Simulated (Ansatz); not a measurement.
One change: `O[SiH](O)O` becomes `O[SiH](O)O[SiH2]F`.

Ansatz, PBE0-D4/def2-TZVP geometries, multiplicity 1. Each molecule was computed in one conformer, which needn't be the lowest.

| property | `O[SiH](O)O` |
| --- | --- |
| HOMO energy (PBE0/def2-TZVPP) / eV | -9.06 |
| size of the dipole moment (PBE/def2-TZVPP) / D | 1.57 |
| size of the dipole moment (ωB97M-V/def2-TZVPP) / D | 1.61 |
| HOMO–LUMO gap (ωB97M-V/def2-TZVPP) / eV | 13.65 |
| LUMO energy (PBE0/def2-TZVPP) / eV | 0.76 |
| LUMO energy (ωB97M-V/def2-TZVPP) / eV | 2.20 |

What does the change do to each property? (Best estimate.)

Ansatz gave: 
| property | `O[SiH](O)O[SiH2]F` | shift |
| --- | --- | --- |
| HOMO energy (PBE0/def2-TZVPP) / eV | -9.03 | 0.03 |
| size of the dipole moment (PBE/def2-TZVPP) / D | 2.53 | 0.96 |
| size of the dipole moment (ωB97M-V/def2-TZVPP) / D | 2.60 | 0.99 |
| HOMO–LUMO gap (ωB97M-V/def2-TZVPP) / eV | 13.24 | -0.41 |
| LUMO energy (PBE0/def2-TZVPP) / eV | 0.47 | -0.29 |
| LUMO energy (ωB97M-V/def2-TZVPP) / eV | 1.92 | -0.28 |

Dipoles are sizes alone; their direction can turn.
